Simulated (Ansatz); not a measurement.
Calculated with Ansatz (gas phase, PBE0-D4/def2-TZVP geometries, no zero-point term in ΔE). CCSD(T)/CBS is the MP2 limit (def2-TZVPP, def2-QZVPP) plus CCSD(T) − MP2 in def2-TZVPP, frozen cores. This one scheme is used for every species. Functionals use def2-TZVPP. Each species was taken in one conformer, which may not be the lowest.

Reaction (silylene formation by 1,1-elimination): `[AlH2][O]C[SiH2]S` → `C[O][AlH2]` + `[SiH]S`

`[AlH2][O]C[SiH2]S`:

```xyz
12

Al    1.618    1.737   -0.523
O     0.604    0.392   -0.702
C    -0.783    0.211   -0.519
Si   -1.038   -1.036    0.876
S    -0.064   -2.866    0.370
H     0.963    3.122   -0.128
H     3.152    1.471   -0.771
H    -1.295    1.155   -0.277
H    -1.230   -0.168   -1.445
H    -0.476   -0.443    2.121
H    -2.472   -1.362    1.087
H     1.021   -2.214   -0.090
```

`C[O][AlH2]`:

Cartesian coordinates in Å:
```
C 0.381 0.876 0.825
O 0.247 0.362 -0.468
Al -0.437 -1.039 -1.109
H 1.439 1.025 1.062
H -0.049 0.214 1.588
H -0.119 1.847 0.897
H -1.108 -2.081 -0.120
H -0.353 -1.203 -2.675
```

`[SiH]S`:

Z-matrix (Å, degrees):
```
Si
S 1 2.115
H 1 1.525 2 89.3
H 2 1.346 1 97.5 3 -179.9
```

| level | ΔE (kJ/mol) |
| --- | --- |
| BLYP | 109.3 |
| r2SCAN0 | 162.9 |
| CCSD/def2-TZVPP | 145.4 |
| MP2/CBS(def2) | 168.8 |

Task: What does CCSD(T)/CBS give? (An estimate is asked.)

Result: Computed: +152.9 kJ/mol. The listed levels differ from it by -43.6, 10.0, -7.5, 15.9 kJ/mol.

Largest T1 diagnostic among the species: 0.016.

From r2SCAN to r2SCAN0 (25 % exact exchange), in def2-TZVPP and without D4, ΔE moves by +4.1 kJ/mol. At CCSD(T), def2-SVP lies −17.0 kJ/mol from the extrapolated value and def2-TZVPP −5.4 kJ/mol. The D4 term adds +18.5 kJ/mol with B3LYP and +10.4 kJ/mol with PBE0; it sums over pairs of atoms, weighted by their polarisabilities, and B3LYP, whose exchange is more repulsive, gets the larger term.

CCSD(T)/CBS has its own doubt, a few kJ/mol and more with outer-core shells, so smaller differences from it don't rank the levels.

B3LYP here is the variant with VWN-RPA as its local correlation; programs differ in this.
